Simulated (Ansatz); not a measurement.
`C[Se][AlH][BH]S` + H₂ → `C[Se][AlH2]` + `BS`  (hydrogenolysis of the Al–B bond)

Calculated with Ansatz (gas phase, PBE0-D4/def2-TZVP geometries, no zero-point term in ΔE). CBS: MP2 limit from def2 TZ/QZ plus the TZ coupled-cluster correction, frozen cores. This one scheme is used for every species. Functionals use def2-TZVPP. B3LYP here is the variant with VWN-RPA as its local correlation; programs differ in this. For Se outer-core shells are correlated without core-valence functions, which leaves a few kJ/mol of doubt a bond. Scalar relativity is left out up to krypton. Each species was taken in one conformer, which may not be the lowest.

(1) Is it downhill or uphill in electronic energy at CCSD(T)/CBS, and by how much? (Estimate.)

(2) What do these levels give: PBE0-D4, B3LYP-D4, HF/def2-TZVPP, CCSD(T)/def2-TZVPP, HF/def2-QZVPP, HF/CBS(def2)? (Best estimate.)

Largest T1 diagnostic among the species: 0.015.

Results:

(1) The calculation gave: Downhill: ΔE = -33.3 kJ/mol.

(2) The calculation gave: PBE0-D4 -29.2, B3LYP-D4 -35.6, HF/def2-TZVPP -70.7, CCSD(T)/def2-TZVPP -35.8, HF/def2-QZVPP -71.2, HF/CBS(def2) -71.2 kJ/mol.

The D4 term adds +12.8 kJ/mol with B3LYP and +7.6 kJ/mol with PBE0; it sums over pairs of atoms, weighted by their polarisabilities, and B3LYP, whose exchange is more repulsive, gets the larger term. From PBE to PBE0 (25 % exact exchange), in def2-TZVPP and without D4, ΔE moves by −6.3 kJ/mol.
